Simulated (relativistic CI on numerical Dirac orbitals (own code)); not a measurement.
# The 45-electron sequence from Tb XXI to Bi XXXIX

Method of calculation: Dirac-Coulomb-Breit CI, orbitals from a KLI potential per configuration, QED by a radiative potential, unscaled Slater integrals (own radial code, finite nucleus).

Configurations in the expansion (outside the closed core [Ar] 3d10): 4s2 4p6 4d9, 4s2 4p6 4d8 5s, 4s2 4p5 4d10, 4s2 4p6 4d8 4f, 4s 4p6 4d10, 4s2 4p6 4d8 5p, 4s2 4p5 4d9 4f. Levels of other configurations are missing.

Energies above each ion's lowest level, in eV. Levels are followed by their leading LS label, which can pass from one level to another where the coupling changes.

```csv
Ion,4s2 4p6 4d9 2D_5/2,4s2 4p6 4d9 2D_3/2,4s2 4p5 4d10 2P°_3/2,4s2 4p6 4d8 4f 4F°_5/2,4s2 4p6 4d8 4f 4F°_7/2
Tb XXI,0,7.5379,134.48,145.75,145.91
Dy XXII,0,8.2959,139.48,150.89,151.11
Ho XXIII,0,9.107,144.52,156,156.28
Er XXIV,0,9.9737,149.62,161.07,161.42
Tm XXV,0,10.898,154.76,166.11,166.54
Yb XXVI,0,11.884,159.96,171.13,171.63
Lu XXVII,0,12.932,165.22,176.13,176.71
Hf XXVIII,0,14.047,170.53,181.11,181.76
Ta XXIX,0,15.23,175.9,186.07,186.8
W XXX,0,16.484,181.34,191.01,191.83
Re XXXI,0,17.812,186.83,195.94,196.85
Os XXXII,0,19.218,192.39,200.85,201.85
Ir XXXIII,0,20.704,198,205.75,206.84
Pt XXXIV,?,?,?,?,?
Au XXXV,0,23.928,209.38,215.53,216.8
Hg XXXVI,0,25.672,215.14,220.41,221.77
Tl XXXVII,0,27.509,220.92,225.27,226.73
Pb XXXVIII,0,29.443,226.7,230.13,231.69
Bi XXXIX,0,31.475,232.44,234.99,236.64
```

Fill in the row of Pt XXXIV.

4s2 4p6 4d9 2D_5/2 0, 4s2 4p6 4d9 2D_3/2 22.273, 4s2 4p5 4d10 2P°_3/2 203.67, 4s2 4p6 4d8 4f 4F°_5/2 210.65, 4s2 4p6 4d8 4f 4F°_7/2 211.83 (eV).

The lowest level keeps the configuration 4s2 4p6 4d9 and J = 5/2 throughout.

Between Z = 80 and 83 the energy of 4s2 4p6 4d9 2D_3/2 follows a local power law Z^5.5. For orientation: electrostatic splittings inside a shell grow about linearly with the screened charge, excitations that change n as its square, and fine structure as its fourth power; written in Z itself the exponents are larger, since the screened charge grows faster in proportion.
